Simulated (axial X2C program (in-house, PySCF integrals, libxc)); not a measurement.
## Outer orbitals of SnCl at 2.385 Å, B3LYP

Calculated with an in-house relativistic program for diatomic molecules. Spin-free means the one-electron spin-free X2C Hamiltonian; two-component (2c) means X2C with spin–orbit coupling and atomic mean-field two-electron Coulomb and Gaunt terms, so the difference of the two also holds small scalar two-electron terms. Basis: Sn dyall-cv3z [11s12p9d4f1g], Cl dyall-av3z [9s8p3d2f] (cores contracted in-house); Gaussian nuclei, density fitting, unrestricted open shells. Masses: Sn 119.902 u, Cl 34.969 u.

The distance is close to the 2c PBE0 minimum; the highest filled and lowest empty levels are listed.

Spin-free orbitals, state M_S = 1/2, Λ = 1 (beyond evenly filled blocks: π+α) (Löwdin shares):

```json
{"symmetry": "σα", "occupied": "yes", "ε (eV)": "-28.58", "atomic character": "99% Sn d"}
{"symmetry": "δ+α", "occupied": "yes", "ε (eV)": "-28.56", "atomic character": "100% Sn d"}
{"symmetry": "σβ", "occupied": "yes", "ε (eV)": "-28.53", "atomic character": "99% Sn d"}
{"symmetry": "δ-α", "occupied": "yes", "ε (eV)": "-28.53", "atomic character": "100% Sn d"}
{"symmetry": "π+α", "occupied": "yes", "ε (eV)": "-28.50", "atomic character": "100% Sn d"}
{"symmetry": "π-α", "occupied": "yes", "ε (eV)": "-28.48", "atomic character": "100% Sn d"}
{"symmetry": "π-β", "occupied": "yes", "ε (eV)": "-28.43", "atomic character": "100% Sn d"}
{"symmetry": "π+β", "occupied": "yes", "ε (eV)": "-28.43", "atomic character": "100% Sn d"}
{"symmetry": "δ-β", "occupied": "yes", "ε (eV)": "-28.43", "atomic character": "100% Sn d"}
{"symmetry": "δ+β", "occupied": "yes", "ε (eV)": "-28.43", "atomic character": "100% Sn d"}
{"symmetry": "σα", "occupied": "yes", "ε (eV)": "-21.70", "atomic character": "84% Cl s, 6% Sn p, 5% Sn d"}
{"symmetry": "σβ", "occupied": "yes", "ε (eV)": "-21.64", "atomic character": "84% Cl s, 6% Sn p, 5% Sn d"}
{"symmetry": "σα", "occupied": "yes", "ε (eV)": "-12.77", "atomic character": "58% Sn s, 33% Cl p, 4% Cl s"}
{"symmetry": "σβ", "occupied": "yes", "ε (eV)": "-12.26", "atomic character": "53% Sn s, 38% Cl p, 4% Cl s"}
{"symmetry": "π+α", "occupied": "yes", "ε (eV)": "-8.80", "atomic character": "89% Cl p, 7% Sn p, 2% Sn d"}
{"symmetry": "σα", "occupied": "yes", "ε (eV)": "-8.71", "atomic character": "52% Cl p, 24% Sn p, 18% Sn s"}
{"symmetry": "π-α", "occupied": "yes", "ε (eV)": "-8.70", "atomic character": "90% Cl p, 6% Sn p, 3% Sn d"}
{"symmetry": "π+β", "occupied": "yes", "ε (eV)": "-8.64", "atomic character": "91% Cl p, 5% Sn p, 3% Sn d"}
{"symmetry": "π-β", "occupied": "yes", "ε (eV)": "-8.64", "atomic character": "91% Cl p, 5% Sn p, 3% Sn d"}
{"symmetry": "σβ", "occupied": "yes", "ε (eV)": "-8.48", "atomic character": "47% Cl p, 24% Sn s, 24% Sn p"}
{"symmetry": "π+α", "occupied": "yes", "ε (eV)": "-4.79", "atomic character": "84% Sn p, 8% Cl p, 5% Cl d"}
{"symmetry": "π-α", "occupied": "no", "ε (eV)": "-3.44", "atomic character": "84% Sn p, 7% Cl p, 6% Cl d"}
{"symmetry": "π+β", "occupied": "no", "ε (eV)": "-2.84", "atomic character": "85% Sn p, 6% Cl p, 6% Cl d"}
{"symmetry": "π-β", "occupied": "no", "ε (eV)": "-2.84", "atomic character": "85% Sn p, 6% Cl p, 6% Cl d"}
{"symmetry": "σα", "occupied": "no", "ε (eV)": "-1.16", "atomic character": "61% Sn p, 14% Sn d, 10% Cl p"}
```

Spinors with spin–orbit coupling (state Ω = 1/2):

```tsv
ω	occupied	ε (eV)	atomic character	λ mixture
3/2	yes	-29.07	100% Sn d	84% δ, 16% π
1/2	yes	-29.04	99% Sn d	59% π, 41% σ
-1/2	yes	-29.02	99% Sn d	53% π, 47% σ
-3/2	yes	-28.97	100% Sn d	78% δ, 22% π
-5/2	yes	-28.05	100% Sn d	100% δ
1/2	yes	-28.05	99% Sn d	59% σ, 41% π
-1/2	yes	-28.05	99% Sn d	53% σ, 47% π
-3/2	yes	-28.00	100% Sn d	78% π, 22% δ
3/2	yes	-27.98	100% Sn d	84% π, 16% δ
5/2	yes	-27.95	100% Sn d	100% δ
-1/2	yes	-21.67	84% Cl s, 6% Sn p, 5% Sn d	100% σ
1/2	yes	-21.60	84% Cl s, 6% Sn p, 5% Sn d	100% σ
-1/2	yes	-12.72	58% Sn s, 33% Cl p, 4% Cl s	100% σ
1/2	yes	-12.21	53% Sn s, 38% Cl p, 4% Cl s	100% σ
1/2	yes	-8.82	89% Cl p, 7% Sn p, 2% Sn d	100% π
-1/2	yes	-8.68	62% Cl p, 18% Sn p, 14% Sn s	75% σ, 25% π
-1/2	yes	-8.63	80% Cl p, 11% Sn p, 4% Sn s	75% π, 25% σ
-3/2	yes	-8.63	90% Cl p, 6% Sn p, 3% Sn d	100% π
3/2	yes	-8.56	91% Cl p, 5% Sn p, 3% Sn d	100% π
1/2	yes	-8.44	47% Cl p, 24% Sn s, 24% Sn p	100% σ
1/2	yes	-4.92	83% Sn p, 8% Cl p, 5% Cl d	99% π, 1% σ
-3/2	no	-3.26	85% Sn p, 7% Cl p, 6% Cl d	100% π
-1/2	no	-2.95	85% Sn p, 6% Cl p, 6% Cl d	99% π, 1% σ
3/2	no	-2.67	85% Sn p, 6% Cl p, 6% Cl d	100% π
-1/2	no	-1.12	61% Sn p, 14% Sn d, 10% Cl p	99% σ, 1% π
```

Q: How does the gap between the highest filled and lowest empty level change from the spin-free to the 2c table?

A: From 1.35 to 1.66 eV at B3LYP, a change of 0.31 eV.

Mulliken charges and populations of the two-component result (they depend on the basis, above all on diffuse functions):

Sn 0.44 e (s 9.93 p 19.56 d 20.05 f 0.02), Cl -0.44 e (s 5.99 p 11.42 d 0.04). ⟨Lz⟩ = 1.00 ħ and ⟨Sz⟩ = -0.50 ħ (-0.49 and 0.00 on the two atoms), which add up to Ω.

One determinant describes the state; a PBE0 search over occupations chose it and may have missed a lower one. Density functionals use the spin component along the axis (collinear). Without a current term, density functionals place determinants with orbital angular momentum somewhat too high.
